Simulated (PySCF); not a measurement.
**C4H12AlNO2: full NMR table**

| Property | Result |
| --- | --- |
| Formula | C4H12AlNO2 |
| SMILES | C[N+](C)([AlH3-])COC=O |
| Point group of the computed structure | C1 |
| Carbon signals | 3 |
| Proton signals | 4 |

Bonds (- single, = double, # triple, : aromatic): C1-N2, N2-C3, N2-Al4, N2-C5, C5-O6, O6-C7, C7=O8. C1 carries H9, H10, H11; C3 carries H12, H13, H14; Al4 carries H15, H16, H17; C5 carries H18, H19; C7 carries H20. Formal charges: N2 +1, Al4 -1.

Theory: B3LYP/pcSseg-1 with gauge-including orbitals, coordinates at the PBE0-D3(BJ)/def2-SVP level, in PySCF 2.14.0 with density-fitted response routines (a single conformation, relativity neglected, gas phase, averaged over atoms made equivalent by symmetry, fast rotation or ring inversion).

Scale: 1H (σ = 31.38 ppm), 13C (σ = 179.24 ppm) vs TMS; 15N (σ = 263.54 ppm) against NH3; 17O (σ = 334.04 ppm) vs H2O; 27Al (σ = 484.83 ppm) vs AlH4- (reference shieldings calculated alike).

```tsv
carbon	δC, type	δH (multiplicity)	HMBC from (2–3 bonds)	span of the C tensor (ppm)
C1/C3	44.3, CH3	2.50 (s)	H18/H19, H15/H16/H17, H9/H10/H11/H12/H13/H14	68
C5	85.0, CH2	4.35 (s)	H20, H15/H16/H17, H9/H10/H11/H12/H13/H14	43
C7	162.3, CH	7.79 (s)	H18/H19	160
```

Other nuclei:
```
      atoms  nucleus                           environment  δ (ppm)  σ (ppm)
H15/H16/H17       1H  hydrogen on an aluminium bonded to N     3.85    27.53
         N2      15N      donor nitrogen of a Lewis adduct     60.4    203.1
         O8      17O                 ester carbonyl oxygen    464.8   -130.7
         O6      17O                   ester alkoxy oxygen    229.4    104.6
        Al4     27Al            aluminium bonded to N, 3 H     82.5    402.3
```

δC 162.3: ester carbonyl carbon; it is a carbonyl in resonance with an O or N lone pair, the region of acids, esters and amides. δC 85.0: sp3 CH2 bonded to N and O; 2 electronegative neighbours deshield it. δC 44.3: methyl carbon bonded to N; the inductive effect lowers its shielding. δH 4.35: hydrogen on an sp3 CH2 bonded to N and O; its carbon carries N and O, an electronegative neighbour. δH 2.50: hydrogen on a methyl carbon bonded to N; its carbon carries N, hence the downfield position.

Hydrides on Al or Ga are broadened by the quadrupolar metal nucleus. Shifts are as computed. Against solution values, carbons near 30 ppm lie about +2 ppm off and those near 130 ppm about +6 ppm. Of 1309 compounds with measured shifts, 239 miss one by over three times the rms of a fit or turn the order of signals round; such compounds aren't used in these exercises. Unscaled 17O shifts of doubly bonded oxygen tend to come out too high, by tens of ppm or more. Experimental scales use liquid or dissolved standards, which lie at an offset from isolated NH3 (liquid NH3: subtract about 20 ppm) and H2O (liquid H2O: subtract about 36 ppm). No couplings were computed; multiplicities are counted from neighbouring protons, with m where these are inequivalent, close in shift, in a saturated or five-membered ring or joined by F or P, and br s for small geminal =CH2 splittings.
